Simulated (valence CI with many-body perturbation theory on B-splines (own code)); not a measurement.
**Energy levels of Pt XXIX**

Computed by valence CI with perturbative core correlation (CI+MBPT): four valence electrons over a frozen Dirac-Fock core [Kr] 4d10, radial functions for each j: 7 s, 7 p, 7 d, 7 f, 4 g, 2 h, with the one-electron correlation potential Σ1, the two-electron term Σ2, the three-electron term Σ3, Breit, model QED; selected CI, second order for the rest, scaled by the run's own slope (own B-spline code, finite nucleus).

The last digits are not significant, and no measured levels were compared; by estimate large intervals hold to a few tenths of a per cent, small ones and those within an open d or f shell to about a per cent. Excitations out of the core, of the other parity, are not computed and may begin above about 181 eV (a cautious bound); beyond it only levels of the ground parity were kept, without lifetimes.

Levels 1 to 45 of 200, with energies above the lowest level, (4f5/2^4) J=4. "Leading %" is the weight of the configuration and term that name the level; weights of strongly mixed levels are sums over their largest components and can fall short. In the jj column 3d3/2^4 stands for four electrons in 3d with j = 3/2. Lifetimes count E1, E2, E3, M1 and M2 decay at the calculated energies, and are blank where another channel may lead or the interval is too uncertain; long ones can be off by a factor of two.

| No. | Configuration | Term | J | E (cm⁻¹) | Leading % | Second component | Lifetime | Leading jj |
| --- | --- | --- | --- | --- | --- | --- | --- | --- |
| 1 | 4f⁴ | ⁵I | 4 | 0.0 | 74 | 22 % 4f⁴ ³H |  | 4f5/2^4 (68 %) |
| 2 | 4f⁴ | ⁵I | 5 | 22729 | 88 | 11 % 4f⁴ ³H | 1.65 ms | 4f5/2^3 4f7/2 (83 %) |
| 3 | 4f⁴ | ⁵F | 2 | 38077 | 27 | 25 % 4f⁴ ³F | 36.6 s | 4f5/2^4 (87 %) |
| 4 | 4f⁴ | ⁵I | 6 | 39826 | 80 | 13 % 4f⁴ ³K | 3.34 ms | 4f5/2^2 4f7/2^2 (50 %) |
| 5 | 4f⁴ | ⁵I | 7 | 51487 | 56 | 29 % 4f⁴ ³K | 14.1 ms | 4f5/2^3 4f7/2 (53 %) |
| 6 | 4f⁴ | ⁵F | 1 | 51761 | 75 | 22 % 4f⁴ ³D | 10.2 ms | 4f5/2^3 4f7/2 (91 %) |
| 7 | 4f⁴ | ³G | 4 | 52123 | 27 | 15 % 4f⁴ ⁵I | 907 μs | 4f5/2^3 4f7/2 (64 %) |
| 8 | 4f⁴ | ³K | 8 | 60146 | 35 | 34 % 4f⁴ ⁵I | 66.3 ms | 4f5/2^3 4f7/2 (62 %) |
| 9 | 4f⁴ | ⁵F | 3 | 60226 | 56 | 23 % 4f⁴ ³G | 3.46 ms | 4f5/2^3 4f7/2 (88 %) |
| 10 | 4f⁴ | ⁵G | 2 | 63346 | 53 | 20 % 4f⁴ ⁵F | 4.60 ms | 4f5/2^3 4f7/2 (86 %) |
| 11 | 4f⁴ | ⁵S | 2 | 66671 | 49 | 26 % 4f⁴ ³P | 6.31 ms | 4f5/2^3 4f7/2 (71 %) |
| 12 | 4f⁴ | ⁵G | 3 | 66680 | 54 | 18 % 4f⁴ ³G | 1.53 ms | 4f5/2^3 4f7/2 (94 %) |
| 13 | 4f⁴ | ³K | 6 | 74079 | 76 | 15 % 4f⁴ ⁵I | 584 μs | 4f5/2^2 4f7/2^2 (62 %) |
| 14 | 4f⁴ | ³G | 5 | 76931 | 31 | 24 % 4f⁴ ⁵F | 1.59 ms | 4f5/2^3 4f7/2 (59 %) |
| 15 | 4f⁴ | ³L | 7 | 79630 | 52 | 33 % 4f⁴ ⁵I | 855 μs | 4f5/2^2 4f7/2^2 (41 %) |
| 16 | 4f⁴ | ⁵F | 4 | 82422 | 65 | 9 % 4f⁴ ³H | 1.09 ms | 4f5/2^2 4f7/2^2 (69 %) |
| 17 | 4f⁴ | ³M | 8 | 85970 | 41 | 38 % 4f⁴ ⁵I | 1.36 ms | 4f5/2^2 4f7/2^2 (40 %) |
| 18 | 4f⁴ | ⁵G | 4 | 94699 | 61 | 24 % 4f⁴ ³H | 461 μs | 4f5/2^2 4f7/2^2 (81 %) |
| 19 | 4f⁴ | ⁵D | 0 | 95623 | 56 | 41 % 4f⁴ ³P | 528 ms | 4f5/2^4 (76 %) |
| 20 | 4f⁴ | ⁵F | 2 | 96975 | 32 | 22 % 4f⁴ ¹D | 567 μs | 4f5/2^2 4f7/2^2 (82 %) |
| 21 | 4f⁴ | ³G | 3 | 98082 | 53 | 25 % 4f⁴ ⁵G | 642 μs | 4f5/2^2 4f7/2^2 (90 %) |
| 22 | 4f⁴ | ⁵F | 5 | 99872 | 49 | 22 % 4f⁴ ⁵G | 1.38 ms | 4f5/2^2 4f7/2^2 (55 %) |
| 23 | 4f⁴ | ³P | 1 | 104050 | 57 | 23 % 4f⁴ ³D | 715 μs | 4f5/2^2 4f7/2^2 (89 %) |
| 24 | 4f⁴ | ³F | 2 | 104700 | 35 | 33 % 4f⁴ ¹D | 720 μs | 4f5/2^2 4f7/2^2 (71 %) |
| 25 | 4f⁴ | ³I | 5 | 106800 | 50 | 23 % 4f⁴ ¹H | 741 μs | 4f5/2^2 4f7/2^2 (56 %) |
| 26 | 4f⁴ | ³F | 4 | 109430 | 45 | 18 % 4f⁴ ⁵D | 998 μs | 4f5/2^2 4f7/2^2 (65 %) |
| 27 | 4f⁴ | ³L | 8 | 109780 | 65 | 28 % 4f⁴ ¹L | 1.72 ms | 4f5/2^2 4f7/2^2 (92 %) |
| 28 | 4f⁴ | ³M | 9 | 110550 | 63 | 37 % 4f⁴ ³L | 1.27 ms | 4f5/2^2 4f7/2^2 (98 %) |
| 29 | 4f⁴ | ³D | 3 | 111280 | 41 | 26 % 4f⁴ ³F | 1.49 ms | 4f5/2^2 4f7/2^2 (80 %) |
| 30 | 4f⁴ | ³H | 5 | 111630 | 46 | 43 % 4f⁴ ⁵G | 887 μs | 4f5/2^2 4f7/2^2 (58 %) |
| 31 | 4f⁴ | ⁵G | 6 | 111650 | 54 | 31 % 4f⁴ ³H | 1.58 ms | 4f5/2^2 4f7/2^2 (56 %) |
| 32 | 4f⁴ | ⁵D | 1 | 112110 | 78 | 22 % 4f⁴ ³P | 4.00 ms | 4f5/2^3 4f7/2 (84 %) |
| 33 | 4f⁴ | ³P | 0 | 113450 | 91 | 9 % 4f⁴ ⁵D | 2.69 ms | 4f5/2^2 4f7/2^2 (95 %) |
| 34 | 4f⁴ | ³K | 7 | 118100 | 52 | 33 % 4f⁴ ³L | 354 μs | 4f5/2 4f7/2^3 (72 %) |
| 35 | 4f⁴ | ³F | 2 | 118270 | 48 | 22 % 4f⁴ ⁵G | 367 μs | 4f5/2^2 4f7/2^2 (92 %) |
| 36 | 4f⁴ | ³I | 6 | 119570 | 52 | 34 % 4f⁴ ³H | 2.14 ms | 4f5/2^2 4f7/2^2 (75 %) |
| 37 | 4f⁴ | ³F | 4 | 119780 | 38 | 22 % 4f⁴ ¹G | 1.13 ms | 4f5/2^3 4f7/2 (60 %) |
| 38 | 4f⁴ | ³M | 8 | 123320 | 34 | 28 % 4f⁴ ³K | 474 μs | 4f5/2 4f7/2^3 (46 %) |
| 39 | 4f⁴ | ⁵D | 2 | 125550 | 77 | 10 % 4f⁴ ³P | 2.49 ms | 4f5/2^2 4f7/2^2 (58 %) |
| 40 | 4f⁴ | ³I | 7 | 126780 | 59 | 27 % 4f⁴ ¹K | 1.22 ms | 4f5/2^2 4f7/2^2 (79 %) |
| 41 | 4f⁴ | ³H | 6 | 130330 | 52 | 22 % 4f⁴ ¹I | 733 μs | 4f5/2^2 4f7/2^2 (53 %) |
| 42 | 4f⁴ | ³G | 4 | 131460 | 57 | 13 % 4f⁴ ³H | 471 μs | 4f5/2 4f7/2^3 (61 %) |
| 43 | 4f⁴ | ³M | 10 | 132240 | 80 | 20 % 4f⁴ ¹N | 7.93 ms | 4f5/2^2 4f7/2^2 (73 %) |
| 44 | 4f⁴ | ⁵D | 3 | 134710 | 43 | 25 % 4f⁴ ³D | 1.40 ms | 4f5/2^2 4f7/2^2 (55 %) |
| 45 | 4f⁴ | ³F | 3 | 141230 | 67 | 12 % 4f⁴ ³G | 555 μs | 4f5/2 4f7/2^3 (49 %) |

Where two levels of one J and parity lie close, their mixing, g and order are uncertain.

The ionisation energy to 4f³ ⁴I°9/2 of the next ion comes out as 962.99 eV (NIST: 980 ± 50 eV (theoretical)). All 200 levels together are meant to be complete up to 1456000 cm⁻¹.
